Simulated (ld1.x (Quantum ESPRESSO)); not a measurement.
# Cl: excitation energies, all-electron against ultrasoft

chlorine, ultrasoft, made with ld1.x (Quantum ESPRESSO) 7.5 (PBE, non-relativistic). Core [Ne], reference 3s2 3p4.5 (charge +0.5). Waves: 3s (bound): rcut 1.15, rcutus 1.45 bohr; 3s channel at -0.65 Ry: rcut 1.15, rcutus 1.45 bohr; 3p (bound): rcut 0.95, rcutus 1.30 bohr; 3p channel at -0.45 Ry: rcut 0.95, rcutus 1.30 bohr. Local part: all-electron potential smoothed inside 1.00 bohr (lloc = -1). Core correction: none. Augmentation charge: built from norm-conserving waves at rcut, not smoothed further.

Energies are relative to the spin-unpolarised reference configuration 3s2 3p4.5; without spin polarisation the order of configurations can differ from experiment.

| valence configuration | charge | ΔE all-electron (eV) | error AE − PS (meV) |
| --- | --- | --- | --- |
| 3s2 3p5 | 0 | -5.590 | +0.1 |
| 3s2 3p4 | +1 | 8.300 | +0.3 |
| 3s2 3p3 | +2 | 33.759 | +6.0 |
| 3s2 3p5.3 | -0.3 | -7.733 | +0.3 |
| 3s2 3p2 | +3 | 72.072 | +30 |

Q: What are ΔE and the potential's error for 3s1 3p5?

A: ΔE = 20.818 eV all-electron; the error (AE − PS) is +10.0 meV.

Q: What are ΔE and the potential's error for 3s1 3p6?

A: ΔE = 6.383 eV all-electron; the error (AE − PS) is +14 meV.

Levels in the configuration 3s2 3p3:

```csv
level,all-electron (eV),pseudo (eV)
3s,-44.720,-44.720
3p,-31.692,-31.680
```

ld1.x printed “convergence not achieved” for 2 of the counted tests; their residual had stalled under 1e-8, short of the target of 1e-14.
